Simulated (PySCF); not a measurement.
C₃H₇FOSi.
Cartesian coordinates in Å at the PBE0-D3(BJ)/def2-SVP level; atoms count from 1:
```
atom  x, y, z in Å
C1    -0.7198    1.3897    0.5292
C2    -0.3442    0.1855    0.0809
C3    -1.3121   -0.9525   -0.0189
F4    -0.6571   -2.1526    0.2278
Si5    1.4244   -0.1619   -0.4697
O6     2.1135   -1.3341    0.4884
H7    -0.0216    2.2314    0.5684
H8    -1.7429    1.5929    0.8709
H9    -2.1436   -0.8615    0.6996
H10   -1.7319   -1.0190   -1.0384
H11    2.2300    1.0789   -0.3106
H12    1.3942   -0.5735   -1.9094
H13    1.5070   -2.0626    0.6665
```

The closed-shell ground state was solved at several levels (PySCF, density fitting, gas phase, non-relativistic).

| level | basis functions | HOMO (eV) | LUMO (eV) | gap (eV) | dipole (D) |
| --- | --- | --- | --- | --- | --- |
| B3LYP/def2-TZVP | 234 | -7.83 | -1.08 | 6.75 | 2.75 |
| B3LYP/6-31G* | 102 | -7.54 | -0.60 | 6.94 | 2.82 |

Question: What might B3LYP/cc-pVTZ (282 basis functions) give for the same quantities?

Answer: HOMO -7.79 eV, LUMO -1.00 eV, gap 6.79 eV, dipole 2.68 D.

Question: Over all these levels, which gives the widest orbital gap and which the narrowest?

Answer: B3LYP/6-31G* has the widest, 6.94 eV, and B3LYP/def2-TZVP the narrowest, 6.75 eV. From the narrowest to the widest the HOMO moves by +0.29 eV and the LUMO by +0.48 eV.

Question: How much does the basis alone move the frontier levels among the 3 B3LYP rows (the withheld one included)?

Answer: The HOMO by 0.29 eV and the LUMO by 0.48 eV. By rising basis size (HOMO, LUMO in eV): 6-31G* -7.54, -0.60; def2-TZVP -7.83, -1.08; cc-pVTZ -7.79, -1.00.

Question: How far do the dipole and the HOMO energy spread over the levels?

Answer: The dipole runs from 2.68 to 2.82 D (mean 2.75 D) and the HOMO from -7.83 to -7.54 eV.

One conformer stands for the species.
